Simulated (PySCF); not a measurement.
## Finite-field polarisability of Ar (argon, neutral)

[Ar], closed-shell 1S. All numbers are calculated (PySCF 2.14, the non-relativistic Hamiltonian (point nucleus), in aug-cc-pV(T+d)Z (6s5p4d2f, 55 functions)). Frozen: [Ne]. Energy changes in a uniform field (μhartree):

| axis | F (au) | HF | MP2 | CCSD | CCSD(T) |
| --- | --- | --- | --- | --- | --- |
| x | 0.0043 | -97.949 | -101.492 | -101.025 | -101.710 |
| x | 0.0086 | -391.879 | -406.068 | -404.202 | -406.942 |

Task: Derive α along x at CCSD(T) from the two fields.

Result: With ΔE = −αF²/2 − γF⁴/24, α = −(16 ΔE(F) − ΔE(2F))/(6F²) = 11.00 bohr³.

Task: And the mean polarisability at each level?

Result: HF 10.59, MP2 10.98, CCSD 10.93, CCSD(T) 11.00 bohr³. Reference: 11.083 ± 0.007 bohr³ (recommended; Schwerdtfeger and Nagle, table of static dipole polarizabilities (2023 update)).
